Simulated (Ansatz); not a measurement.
Consider the redistribution: `C=N[SiH2][TeH]` + `F[CH2][AlH][SiH3]` → `C=N[SiH2][AlH][SiH3]` + `FC[TeH]`.

Isolated molecules relaxed with PBE0-D4/def2-TZVP in Ansatz; ΔE leaves out vibrations. CBS: MP2 limit from def2 TZ/QZ plus the TZ coupled-cluster correction, frozen cores. Functionals use def2-TZVPP. Elements past krypton have def2 core potentials. For Te outer-core shells are correlated without core-valence functions, which leaves a few kJ/mol of doubt a bond. Each species was taken in one conformer, which may not be the lowest.

```json
{"level": "PBE-D4", "ΔE (kJ/mol)": "76.3"}
{"level": "HF/def2-TZVPP", "ΔE (kJ/mol)": "93.3"}
```

**Question.** What does CCSD(T)/CBS give? (An estimate is asked.)

**Answer.** Ansatz gave: +87.4 kJ/mol. The listed levels differ from it by -11.1, 5.9 kJ/mol.

Largest T1 diagnostic among the species: 0.014.

From PBE to PBE0 (25 % exact exchange), in def2-TZVPP and without D4, ΔE moves by +6.1 kJ/mol.
